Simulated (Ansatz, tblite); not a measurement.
Forces on the cluster Te5Pb6 at its PBE-D4/def2-SVP geometry. Charge 0, multiplicity 1.

In the def2 sets Pb, Te take a core potential; there is no spin–orbit coupling. The xTB rows come from tblite. The structure comes from a short search, and lower isomers may exist.

GFN1-xTB (tblite), largest force 1.62 eV/Å:

```xyz
11
positions Å, forces eV/Å
Pb    2.750    1.066    0.466   -0.711   -0.220   -0.398
Pb   -1.401    1.469    3.143    0.162   -0.334   -0.739
Pb    1.711   -1.269   -2.468   -0.316    0.347    0.584
Pb   -1.315   -2.658   -0.294    0.272    1.150    0.146
Pb   -0.721   -1.536    2.814    0.146    0.207   -0.747
Pb   -0.995    1.566   -1.240    0.353   -0.267    0.189
Te    0.480    2.797    1.256   -0.351   -1.103   -0.430
Te    1.963    1.710   -2.388   -0.773   -0.980    1.037
Te   -2.784   -0.179    0.959    1.387   -0.034   -0.293
Te    1.527   -1.805    0.685   -0.776    0.884   -0.610
Te   -1.215   -1.161   -2.933    0.606    0.350    1.262
```

GFN2-xTB (tblite), largest force 1.25 eV/Å:

```
Pb -0.929 0.007 -0.506
Pb 0.305 -0.706 -0.827
Pb -0.579 0.605 0.440
Pb 0.427 1.086 0.118
Pb -0.096 0.540 -0.867
Pb 0.436 -0.013 0.036
Te -0.166 -0.875 -0.170
Te -0.351 -0.925 0.758
Te 0.816 -0.100 0.222
Te -0.423 0.355 -0.102
Te 0.560 0.026 0.898
```

r2SCAN-D4/def2-SVP (Ansatz), largest force 0.18 eV/Å:

```
Pb -0.053 0.067 -0.046
Pb 0.016 -0.073 -0.082
Pb -0.055 0.077 -0.019
Pb -0.005 0.107 -0.014
Pb -0.021 0.075 -0.036
Pb 0.024 0.044 -0.022
Te 0.002 -0.068 0.021
Te -0.017 -0.153 0.089
Te 0.071 -0.058 0.053
Te -0.054 0.018 -0.042
Te 0.093 -0.035 0.098
```
